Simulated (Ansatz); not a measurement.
**Two structures, one formula**

The two ends of one reaction step of BNH$_{3}$ClF$_{2}$, singlet (PBE0-D4/def2-TZVP).

A:

```csv
atom,x (Å),y (Å),z (Å)
B1,-0.1790,0.4714,-0.6359
Cl2,1.2704,0.1045,-1.7217
F3,-1.3626,0.0260,-1.1436
F4,-0.2064,1.7573,-0.1854
H5,0.1242,-1.4267,0.4555
N6,0.0772,-0.4446,0.7103
H7,-0.6798,-0.3075,1.3758
H8,0.9562,-0.1805,1.1451
```

B:

B1  (-0.743, 0.908, -0.007)
Cl2  (1.907, -1.601, -1.492)
F3  (-1.860, 0.725, -0.692)
F4  (-0.180, 2.105, -0.025)
H5  (1.087, -0.988, -0.695)
N6  (-0.146, -0.157, 0.693)
H7  (-0.656, -1.008, 0.861)
H8  (0.591, 0.016, 1.356)
(Å)

Computed with Ansatz 0.2.0 (basis: def2-TZVPP); correlated methods freeze the cores. B3LYP uses VWN-RPA correlation.

(1) Which structure is lower at CCSD(T), and by how much? (An estimate is asked for; the value comes from the calculation.)

The T1 diagnostic stays at or below 0.011.

## Answers

(1) Computed: A, by 11.98 kcal/mol (electronic energy, against the other). By their contacts, A is BNH₃ClF₂ ([NH3][B]([F])([F])[Cl]) and B is a complex of BNH₂F₂ ([NH2][B]([F])[F]) + HCl.

All methods give the same order:

```
      method  E(B) − E(A) (kcal/mol)
       SPW92                   15.53
      PBE-D4                   11.29
     BLYP-D4                    7.56
   r2SCAN-D4                   12.80
      B97M-V                   11.27
     PBE0-D4                   12.76
    B3LYP-D4                    9.08
  r2SCAN0-D4                   13.57
    BHLYP-D4                   10.63
CAM-B3LYP-D4                   10.33
     wB97X-V                   13.01
     wB97M-V                   12.47
      B2PLYP                    9.94
    PBE-QIDH                   13.84
  RPA on PBE                   11.51
          HF                    7.49
         MP2                   12.87
        CCSD                   11.36
     CCSD(T)                   11.98
```

Labels in which every atom is bracketed show which atoms are joined, not bond orders.

For scale, one of the runs: CCSD(T)/def2-TZVPP, 208 basis functions, launched by `ansatz run in.yaml --threads 4 --pin off --events-out ev --progress --plain --max-ram 9574MiB`. Time: 67 s of wall clock on 4 CPU threads of an Arm Neoverse V2; the host was shared. Peak host memory: 3 GiB.
